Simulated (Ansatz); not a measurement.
The same path of Cl3HSn + H3P (9 atoms, charge 0, multiplicity 1) was run twice with different band settings. Lost on the way: Sn1–H2, P6–H9. Made: Sn1–P6, H2–H9.

Theory: RKS PBE0-D4/def2-SVP (Ansatz 0.2.0).

Relaxed end points:

```xyz
9
Properties=species:S:1:pos:R:3
Sn 0.522 -0.099 -0.152
H 0.787 -0.179 1.523
Cl 2.524 0.125 -1.318
Cl -0.824 1.711 -0.727
Cl -0.528 -2.020 -0.949
P -3.391 0.242 1.508
H -2.907 -0.685 0.534
H -3.775 -0.799 2.411
H -2.107 0.393 2.121
```

```xyz
9
Properties=species:S:1:pos:R:3
Sn -0.780 -0.153 -0.632
H 0.178 0.465 2.969
Cl 1.349 -0.146 0.337
Cl -0.838 1.621 -2.150
Cl -0.912 -2.116 -1.898
P -2.591 0.067 1.071
H -3.529 -0.467 0.132
H -2.270 -1.226 1.591
H -0.307 0.643 3.530
```

Common settings: spring 5.0 eV/Å²; optimiser quadratic models (default); start path through a guess of the saddle point; force threshold 0.03 eV/Å; iteration limit 60; end points relaxed.

| run | movable images | climbing image |
| --- | --- | --- |
| 1 | 7 | yes |
| 2 | 4 | no |

**Question.** What does each run give, and how far can it be trusted?

**Answer.** Run 1: not converged after 60 iterations, highest image 1.783 eV above the first end. The band didn't meet its force threshold, so its energies are provisional: the largest band force was still 0.09 eV/Å, and over the last iterations the top stayed at 1.78 eV. Neighbouring images lie up to 1.8 Å apart, so the band is torn or far too coarse. Inner images lie below an end point, which means an intermediate or an end that isn't the lowest structure nearby.
Run 2: converged after 40 iterations, highest image 1.224 eV above the first end. A structure lower than the first end lies on the path between it and the top, so the climb from that side starts below the end, which may itself be a saddle point or a shallow side well. No image climbed, so the highest image needn't sit at the top of the path.
The orbitals stay closed-shell, which can raise the energy where a bond breaks towards radicals; this wasn't checked here.
